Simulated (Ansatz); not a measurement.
Start from `[SiH3][O][GeH3]` and change one atom or group to get `[F][GeH2][O][SiH3]`.

Ansatz, PBE0-D4/def2-TZVP geometries, multiplicity 1. Each molecule was computed in one conformer, which needn't be the lowest.

Scalar relativity is left out up to krypton.

```
                                      property  `[SiH3][O][GeH3]`
           HOMO–LUMO gap (PBE/def2-TZVPP) / eV               5.89
           HOMO energy (B3LYP/def2-TZVPP) / eV              -8.25
zero-point energy (PBE0-D4/def2-TZVP) / kJ/mol              138.5
size of the dipole moment (PBE/def2-TZVPP) / D               1.21
            HOMO energy (PBE0/def2-TZVPP) / eV              -8.46
       HOMO–LUMO gap (ωB97M-V/def2-TZVPP) / eV              12.27
```

(1) Give the same properties after the change, and the shifts. (Estimate.)

Results:

(1) The calculation gave: 
```tsv
property	`[F][GeH2][O][SiH3]`	shift
HOMO–LUMO gap (PBE/def2-TZVPP) / eV	6.37	0.48
HOMO energy (B3LYP/def2-TZVPP) / eV	-8.65	-0.40
zero-point energy (PBE0-D4/def2-TZVP) / kJ/mol	126.0	-12.5
size of the dipole moment (PBE/def2-TZVPP) / D	1.73	0.52
HOMO energy (PBE0/def2-TZVPP) / eV	-8.86	-0.40
HOMO–LUMO gap (ωB97M-V/def2-TZVPP) / eV	12.78	0.51
```

With PBE0 the HOMO falls by 0.40 eV and the LUMO rises by 0.11 eV, so the gap widens by about 0.51 eV. PBE moves the HOMO by -0.39 eV and ωB97M-V by -0.39 eV. Dipoles are sizes alone; their direction can turn.

B3LYP here is the variant with VWN-RPA as its local correlation; programs differ in this.
